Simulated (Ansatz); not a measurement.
Program: Ansatz. Geometries: PBE0-D4/def2-TZVP. ΔE: electronic, gas phase. CCSD(T)/CBS adds triple-zeta CCSD(T) − MP2 to the extrapolated MP2 energy (def2 sets, frozen cores). This one scheme is used for every species. DFT in def2-TZVPP. B3LYP here is the variant with VWN-RPA as its local correlation; programs differ in this. For Ga, Ge outer-core shells are correlated without core-valence functions, which leaves a few kJ/mol of doubt a bond. Scalar relativity is left out up to krypton. One conformer a species, not always the lowest.

`[GaH2][CH2][GeH3]` + `OBF` → `FB[O][GeH3]` + `[CH3][GaH2]`  (ligand exchange at a Ge–C bond)

```tsv
level	ΔE (kcal/mol)	difference from CCSD(T)/CBS
PBE-D4	-5.8	0.3
BHLYP-D4	-8.5	-2.4
ωB97X-V	-8.3	-2.2
PBE-QIDH	-6.6	-0.5
B3LYP	-9.1	-3.0
LC-ωPBE	-7.5	-1.4
MP2/def2-SVP	-7.0	-0.9
HF/def2-TZVPP	-11.6	-5.5
SCS-MP2/def2-TZVPP	-8.0	-1.9
HF/def2-QZVPP	-12.1	-6.0
CCSD(T)/CBS	-6.1	0
```

Largest T1 diagnostic among the species: 0.013.

The D4 term adds +1.0 kcal/mol with B3LYP and +0.6 kcal/mol with PBE0; it sums over pairs of atoms, weighted by their polarisabilities, and B3LYP, whose exchange is more repulsive, gets the larger term. At CCSD(T), def2-SVP lies −1.1 kcal/mol from the extrapolated value and def2-TZVPP −0.8 kcal/mol.
